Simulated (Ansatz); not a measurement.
`[GeH3][S]S[AsH2]` + H₂O → `O[AsH2]` + `S[S][GeH3]`  (formal hydrolysis of the As–S bond)

Program: Ansatz. Geometries: PBE0-D4/def2-TZVP. ΔE: electronic, gas phase. CBS: MP2 limit from def2 TZ/QZ plus the TZ coupled-cluster correction, frozen cores. This one scheme is used for every species. DFT in def2-TZVPP. For As, Ge outer-core shells are correlated without core-valence functions, which leaves a few kJ/mol of doubt a bond. Scalar relativity is left out up to krypton. Each species was taken in one conformer, which may not be the lowest.

```
         level  ΔE (kJ/mol)
       LC-ωPBE         47.8
CCSD/CBS(def2)         60.1
```

What does CCSD(T)/CBS give? (Estimate.)

Ansatz gave: +63.9 kJ/mol. The listed levels differ from it by -16.1, -3.8 kJ/mol.

Largest T1 diagnostic among the species: 0.013.

The D4 term adds +12.3 kJ/mol with B3LYP and +6.7 kJ/mol with PBE0; it sums over pairs of atoms, weighted by their polarisabilities, and B3LYP, whose exchange is more repulsive, gets the larger term. In def2-TZVPP, CCSD(T) changes the Hartree–Fock value by +17.5 kJ/mol (the triples alone add +3.8 kJ/mol) and MP2 by +25.5 kJ/mol.

B3LYP here is the variant with VWN-RPA as its local correlation; programs differ in this.
